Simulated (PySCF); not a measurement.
Species: C₆H₆N₂S.
Numbering: `[CH3:1][C:2](=[S:3])[c:4]1[n:5][cH:6][cH:7][cH:8][n:9]1` (hydrogens: H10, H11, H12 on C1; H13 on C6; H14 on C7; H15 on C8)

Computed geometry: GFN2-xTB, gas phase.

(1) Give the optimised bond lengths and angles.

Results:

(1) 
| bond | length (pm) |
| --- | --- |
| C1–C2 | 148.6 |
| C2=S3 | 162.8 |
| C2–C4 | 146.2 |
| C4–N5, C4–N9 | 133.2 |
| N5–C6, C8–N9 | 131.8 |
| C6–C7, C7–C8 | 138.9 |
| C1–H10, C1–H11, C1–H12 | 108.9 |
| C6–H13, C8–H15 | 108.3 |
| C7–H14 | 107.7 |

Bonds in one row agree within 1 pm and their mean is given. A selection of angles:
| angle | degrees |
| --- | --- |
| C1–C2–S3 | 122.4 |
| C1–C2–C4 | 117.0 |
| S3–C2–C4 | 120.6 |
| C2–C4–N5 | 118.3 |
| N5–C4–N9 | 124.9 |
| C4–N5–C6 | 117.5 |
| N5–C6–C7 | 122.1 |
| C6–C7–C8 | 115.9 |

Dihedral angles: C1–C2–C4–N5 180° (antiperiplanar).

The 9 heavy atoms lie in one plane (0.001 Å rms). The C–C distances run from 1.389 Å (C7–C8, aromatic) to 1.486 Å (C1–C2, drawn single), a spread of 0.097 Å. Of the pairs four or more bonds apart, N9···H12 is among the closest relative to their van der Waals radii: 2.67 Å, 97 % of the sum of Bondi's values. The 6-membered ring C4–N5–C6–C7–C8–N9 has internal angles of 115.9° to 124.9° (sum 720°, against 720° for a flat polygon); it is planar, 0.00 Å rms from its mean plane, widest ring torsion 0°.

Point group: Cs (tolerance 0.08 Å). Whether it is a minimum is left open (no frequencies). The numbers are those of one conformer.
